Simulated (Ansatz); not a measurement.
Reaction (substitution at a C–Zn bond): `C[O][Zn][CH3]` + `[OH][Al]([OH])[SiH3]` → `C[O][Al]([OH])[SiH3]` + `C[O][ZnH]`

Computed with Ansatz on PBE0-D4/def2-TZVP structures; ΔE is electronic, products minus reactants. CBS: MP2 limit from def2 TZ/QZ plus the TZ coupled-cluster correction, frozen cores. DFT in def2-TZVPP. For Zn outer-core shells are correlated without core-valence functions, which leaves a few kJ/mol of doubt a bond. Scalar relativity is left out up to krypton. One conformer a species, not always the lowest.

`C[O][Zn][CH3]`:

Cartesian coordinates in Å:
```
C 1.172 -1.621 1.139
O 0.226 -1.386 0.141
Zn -0.421 0.162 -0.442
C -1.210 1.753 -1.170
H 2.156 -1.189 0.903
H 1.313 -2.702 1.253
H 0.867 -1.229 2.120
H -1.051 2.600 -0.500
H -2.285 1.620 -1.305
H -0.768 1.994 -2.139
```

`[OH][Al]([OH])[SiH3]`:

```xyz
9

O     1.192   -0.487    1.686
Al    0.314    0.356    0.508
O     0.120    2.039    0.503
Si   -0.751   -0.909   -1.275
H     1.645   -0.109    2.438
H     0.469    2.658    1.142
H    -2.226   -0.967   -1.065
H    -0.246   -2.308   -1.337
H    -0.515   -0.272   -2.601
```

`C[O][Al]([OH])[SiH3]`:

Cartesian coordinates in Å:
```
C -2.160 -0.032 0.399
O -1.136 0.904 0.242
Al 0.521 0.851 -0.067
O 1.374 2.307 -0.176
Si 1.746 -1.236 -0.366
H -1.806 -1.066 0.295
H -2.616 0.070 1.390
H -2.942 0.134 -0.349
H 0.969 3.167 -0.072
H 2.829 -1.377 0.646
H 0.845 -2.416 -0.229
H 2.375 -1.306 -1.715
```

`C[O][ZnH]`:

```xyz
7

C     0.654   -0.548   -0.611
O     0.427    0.527    0.250
Zn   -1.048    1.027    1.089
H     1.698   -0.527   -0.944
H     0.025   -0.511   -1.512
H     0.485   -1.521   -0.129
H    -2.242    1.553    1.857
```

| level | ΔE (kJ/mol) |
| --- | --- |
| r2SCAN | 85.0 |
| CAM-B3LYP | 79.3 |

(1) What does CCSD(T)/CBS give? (Best estimate.)

Largest T1 diagnostic among the species: 0.017.

Answers

(1) The calculation gave: +92.2 kJ/mol. The listed levels differ from it by -7.2, -12.9 kJ/mol.

In def2-TZVPP, CCSD(T) changes the Hartree–Fock value by +20.7 kJ/mol (the triples alone add +1.9 kJ/mol) and MP2 by +32.0 kJ/mol. At CCSD(T), def2-SVP lies −25.7 kJ/mol from the extrapolated value and def2-TZVPP −6.4 kJ/mol. Leaving LDA and LC-ωPBE aside and taking each functional with its dispersion term where it has one, the values, not all of them listed here, spread over 12.8 kJ/mol, from BHLYP-D4 to PBE-QIDH.
